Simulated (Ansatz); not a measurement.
A thermochemical cycle in electronic energies (no zero-point or thermal terms), species as SMILES, kcal/mol. Structures are relaxed separately at B3LYP-D3(BJ)/def2-TZVP in Ansatz (a program for electronic structure). Correlated levels leave the core frozen unless marked. UHF or UKS for open shells. Spin-orbit coupling is left out. Non-relativistic. Basis-set limits of correlation are two-point, X^-3; Hartree-Fock from the larger set. Anions need diffuse functions, of which def2-TZVPD holds fewer than the aug- sets.

```json
[
 {"step": "bond energy D: Cl (HCl) → Cl atom + H atom", "CCSD(T)/CBS(aug-cc-pV(T+d)Z,aug-cc-pV(Q+d)Z) (Ansatz)": "107.5", "wB97M-V/def2-TZVPD (Ansatz)": "107.0"},
 {"step": "deprotonation energy A: Cl (HCl) → [Cl-] + H+", "CCSD(T)/CBS(aug-cc-pV(T+d)Z,aug-cc-pV(Q+d)Z) (Ansatz)": "336.3", "wB97M-V/def2-TZVPD (Ansatz)": "333.2"},
 {"step": "ionisation of the H atom at the same level, IE", "CCSD(T)/CBS(aug-cc-pV(T+d)Z,aug-cc-pV(Q+d)Z) (Ansatz)": "313.7", "wB97M-V/def2-TZVPD (Ansatz)": "310.1"}
]
```

Find the electron affinity EA, positive where the anion is bound: Cl atom + e- → [Cl-].

Breaking the bond, ionising the H atom and attaching the electron to the radical add up to the deprotonation, A = D + IE - EA. At CCSD(T)/CBS(aug-cc-pV(T+d)Z,aug-cc-pV(Q+d)Z): EA = D + IE - A = 107.5 + 313.7 - 336.3 = 84.9. At wB97M-V/def2-TZVPD: EA = D + IE - A = 107.0 + 310.1 - 333.2 = 83.9. The functional differs from the first level by -0.5 in D, -1.0 in EA and -3.1 in A; for EA and A the gap mixes functional and basis.
